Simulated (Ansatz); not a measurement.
`[SiH3][CH2][SbH2]` + H₂S → `[SH][SbH2]` + `C[SiH3]` at 298.15 K and 1 bar (ligand exchange at the Sb–C bond).

Program: Ansatz. Geometries: PBE0-D4/def2-TZVP. ΔE: electronic, gas phase. CBS: MP2 limit from def2 TZ/QZ plus the TZ coupled-cluster correction, frozen cores. This one scheme is used for every species. def2 core potentials past Kr. For Sb outer-core shells are correlated without core-valence functions, which leaves a few kJ/mol of doubt a bond.

```csv
species,CCSD(T)/CBS energy (Eh),H − E (kJ/mol),S (J/(mol·K))
`[SiH3][CH2][SbH2]`,-571.33795,190.1,345.0
H₂S,-398.97279,49.9,205.7
`[SH][SbH2]`,-639.59431,73.5,292.6
`C[SiH3]`,-330.73916,173.3,255.5
```

H − E and S are ideal-gas, rigid-rotor, harmonic terms from PBE0-D4/def2-TZVP. 1 Eh = 2625.50 kJ/mol, R = 8.31446 J/(mol·K).

**Question.** By hand: ΔE, ΔH, ΔS and ΔG.

**Answer.** ΔE = (-639.59431) + (-330.73916) − (-571.33795) − (-398.97279) = -0.02273 Eh = -59.7 kJ/mol. Δ(H − E) = 73.5 + 173.3 − 190.1 − 49.9 = 6.8, so ΔH = -52.9 kJ/mol. ΔS = 292.6 + 255.5 − 345.0 − 205.7 = -2.6 J/(mol·K). ΔG = -52.9 − 298.15 × (-2.6)/1000 = -52.1 kJ/mol.

**Question.** By hand: the equilibrium constant, and the temperature at which ΔG would vanish if ΔH and ΔS stayed fixed.

**Answer.** log₁₀ K = −ΔG/(RT ln 10) = 9.1. ΔG = 0 at ΔH/ΔS = 20346 K, far beyond where these terms or the molecules hold.

The number of gas molecules stays the same, so ΔS is small and ΔH decides. A doubt of 5 kJ/mol in ΔE shifts log₁₀ K by 0.9 here. Modes under 60 cm⁻¹, often nearly free rotors, make the harmonic entropy too high. These are equilibria of isolated gas molecules and say nothing of rates. Largest T1 diagnostic: 0.013 (customary marks: 0.02 for closed shells, 0.045 for open ones).
